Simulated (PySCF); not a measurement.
## Calcium: a sound run and one with changed settings

Sound run: Ca [Ar] 4s2, Ca⁺ [Ar] 4s1. All numbers are calculated (PySCF 2.14, the non-relativistic Hamiltonian (point nucleus), in def2-TZVP (6s5p3d, 36 functions)). In the sound run the correlated levels freeze [Ar]. The sound run starts from symmetry-adapted Hartree-Fock orbitals and uses a fine grid where one is needed.

Changed run: the spin-free X2C one-electron Hamiltonian (Gaussian nucleus). This setting is unsound on purpose.

| species | method | sound run (hartree) | changed run (hartree) | converged |
| --- | --- | --- | --- | --- |
| Ca | UHF | -676.74580 | -679.22534 | yes |
| Ca | MN15 | -677.50550 | -679.98084 | yes |
| Ca | BP86 | -677.62094 | -680.09847 | yes |
| Ca | MP2 | -676.76432 | -679.24382 | yes |
| Ca | CCSD(T) | -676.77415 | -679.25358 | yes |
| Ca⁺ | UHF | -676.55768 | -679.03659 | yes |
| Ca⁺ | MN15 | -677.27535 | -679.74993 | yes |
| Ca⁺ | BP86 | -677.39361 | -679.87040 | yes |

Ionisation energy of Ca:

```
 method  sound run (eV)  changed run (eV)
    UHF           5.119             5.136
   MN15           6.262             6.283
   BP86           6.186             6.206
    MP2           5.623             5.639
SCS-MP2           5.724             5.740
   CCSD           5.890             5.905
CCSD(T)           5.890             5.905
  CCSDT           5.890             5.905
    FCI           5.890             5.905
```

Most of the change in total energy is the relativistic energy itself. On top of that the contraction fixes the core shape for the Hamiltonian it was made with, so the changed run is not a good calculation with the other Hamiltonian either.

For comparison, NIST gives 6.113 eV between the lowest levels.
